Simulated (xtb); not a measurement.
C₃H₃, SMILES [C]#CC (connectivity only; charge and spin as stated), charge +1, multiplicity 1. All values are semi-empirical tight-binding results from xtb (GFN2-xTB unless named), good for trends rather than for accurate numbers. The structure is a stationary point at GFN2-xTB. The spin state was assumed, not searched. The isomer is the one that the SMILES or the coordinates give; other isomers of the formula were not compared.

Optimised geometry:

```xyz
6

C      0.1321     1.4645     0.0000
C     -0.2361     0.3220     0.0000
C      0.0480    -1.0728     0.0000
H     -0.3858    -1.4552    -0.9385
H      1.1075    -1.3717     0.0000
H     -0.3858    -1.4552     0.9385
```
Charge +1, spin multiplicity 1.

Estimate the properties. (Estimate from the structure and the level; the computed values follow.)


```
Item                                               Value
----------------------------------------  --------------
point group as xtb finds it                           Cs
orbital gap                                      0.85 eV
zero-point energy                          24.9 kcal/mol
G − E(el) at 298.15 K (modified RRHO)       9.4 kcal/mol
static polarisability (D4 model)              28.9 bohr³
solvation energy, GFN2-xTB/ALPB(water)    -70.0 kcal/mol
solvation energy, GFN2-xTB/ALPB(benzene)  -51.2 kcal/mol
```

Computed IR lines (harmonic; lines under 4 % of the strongest left out, lines within 3 cm⁻¹ merged):
ν (cm⁻¹): 104 (w), 318 (w), 772 (s), 849 (m), 1132 (vs), 1235 (w), 1276 (m), 2108 (s), 2836 (m), 2883 (m), 2886 (s) (against the strongest line: vs over 80 %, s over 45 %, m over 15 %, w over 4 %, vw less)

Give the atomic charges and the Wiberg bond orders between heavy atoms. (An estimate is asked for; the answer gives what the named calculation found.)

charges (e) C1 0.22, C2 0.14, C3 -0.09, H4 0.24, H5 0.24, H6 0.24. Bond orders C1–C2 2.79, C1–C3 0.34, C2–C3 1.06.
